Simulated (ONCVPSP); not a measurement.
scandium ONCV: all-electron and pseudo phase curves

| Item | Value |
| --- | --- |
| Element | scandium (Sc) |
| Generator | ONCVPSP 4.0.1 |
| Type | optimised norm-conserving Vanderbilt (ONCV) |
| Functional | PBE |
| Relativity | scalar-relativistic |
| Frozen core | [Ne] |
| Valence charge | 11 |
| Reference configuration | 3s2 3p6 3d1 4s1.5 (charge +0.5) |
| Partial waves | 3s+4s: rc 1.50 bohr, ncon 3, nbas 6, qcut 7 1/bohr, 2 projectors; 3p: rc 1.10 bohr, ncon 5, nbas 8, qcut 5.9 1/bohr, 2 projectors, debl 3.8 Ha; 3d: rc 2.55 bohr, ncon 4, nbas 8, qcut 5 1/bohr, 1 projector; f scattering state at 0.05 Ha: rc 1.95 bohr, ncon 4, nbas 7, qcut 5.5 1/bohr, 2 projectors, debl 2.8 Ha |
| Local potential | polynomial inside 1.10 bohr (lpopt 3, dvloc0 0 Ha) |
| Core correction | Teter function, fcfact 5.75, rcfact 1.4 |

The phase is arctan(r·R′/R) of the radial function R(r), unwrapped; energies in Ha, scanned from -4 to 5 Ha. A pole is an energy at which the radial function vanishes at the test radius. The pseudo phase is shifted by a multiple of π to meet the all-electron one at the reference energy, and phase errors are pseudo minus all-electron; the curves can meet again beyond the range given. Levels narrower than the energy grid can be missing from the lists of poles.

Question: For each channel, where are the poles, and over which energies does the pseudopotential scatter like the atom?

Answer:

```json
{"channel": "s", "radius (bohr)": "1.52", "reference energy (Ha)": "-0.25", "poles, all-electron": "-1.23", "poles, pseudo": "-1.23", "unbroken range about the reference energy with phases within 0.05 rad": "the whole range", "phase error 1 Ha above the reference energy (rad)": "-0.000"}
{"channel": "p", "radius (bohr)": "1.12", "reference energy (Ha)": "-1.36", "poles, all-electron": "2.77", "poles, pseudo": "2.77", "unbroken range about the reference energy with phases within 0.05 rad": "the whole range", "phase error 1 Ha above the reference energy (rad)": "-0.000"}
{"channel": "d", "radius (bohr)": "2.60", "reference energy (Ha)": "-0.24", "poles, all-electron": "-0.06, 2.33", "poles, pseudo": "-0.05, 3.25", "unbroken range about the reference energy with phases within 0.05 rad": "below 0.2", "phase error 1 Ha above the reference energy (rad)": "+0.766"}
{"channel": "f", "radius (bohr)": "1.98", "reference energy (Ha)": "0.05", "poles, all-electron": "3.50", "poles, pseudo": "3.49", "unbroken range about the reference energy with phases within 0.05 rad": "the whole range", "phase error 1 Ha above the reference energy (rad)": "-0.000"}
```

Phases in the d channel:

```tsv
E (Ha)	all-electron	pseudo
-3.98	1.410	1.410
-3.50	1.397	1.397
-3.02	1.381	1.381
-2.54	1.359	1.359
-2.06	1.329	1.329
-1.58	1.280	1.281
-1.10	1.185	1.188
-0.62	0.846	0.862
-0.14	-1.427	-1.423
0.34	-2.019	-1.921
0.82	-3.536	-2.676
1.30	-4.407	-4.053
1.78	-4.602	-4.437
2.26	-4.701	-4.574
2.74	-4.783	-4.651
3.22	-4.899	-4.709
3.70	-5.261	-4.770
4.18	-7.172	-4.878
4.66	-7.628	-5.627
```
